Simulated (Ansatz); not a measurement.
One change: `[OH][InH2]` becomes `BO`.

Ansatz, PBE0-D4/def2-TZVP geometries, multiplicity 1. 

Elements past krypton have def2 core potentials.

| property | `[OH][InH2]` |
| --- | --- |
| HOMO energy (ωB97M-V/def2-TZVPP) / eV | -10.50 |
| LUMO energy (PBE0/def2-TZVPP) / eV | -1.48 |
| HOMO–LUMO gap (ωB97M-V/def2-TZVPP) / eV | 10.46 |
| HOMO energy (B3LYP/def2-TZVPP) / eV | -8.02 |
| LUMO energy (B3LYP/def2-TZVPP) / eV | -1.78 |
| size of the dipole moment (B3LYP/def2-TZVPP) / D | 1.82 |

Question: Give the same properties after the change, and the shifts. (Estimate.)

Answer: The calculation gave: 
| property | `BO` | shift |
| --- | --- | --- |
| HOMO energy (ωB97M-V/def2-TZVPP) / eV | -11.23 | -0.73 |
| LUMO energy (PBE0/def2-TZVPP) / eV | -0.42 | 1.06 |
| HOMO–LUMO gap (ωB97M-V/def2-TZVPP) / eV | 12.69 | 2.23 |
| HOMO energy (B3LYP/def2-TZVPP) / eV | -8.68 | -0.66 |
| LUMO energy (B3LYP/def2-TZVPP) / eV | -0.69 | 1.09 |
| size of the dipole moment (B3LYP/def2-TZVPP) / D | 1.57 | -0.25 |

With PBE0 the HOMO falls by 0.63 eV and the LUMO rises by 1.06 eV, so the gap widens by about 1.69 eV. PBE moves the HOMO by -0.63 eV and ωB97M-V by -0.73 eV. Dipoles are sizes alone; their direction can turn.

B3LYP here is the variant with VWN-RPA as its local correlation; programs differ in this.
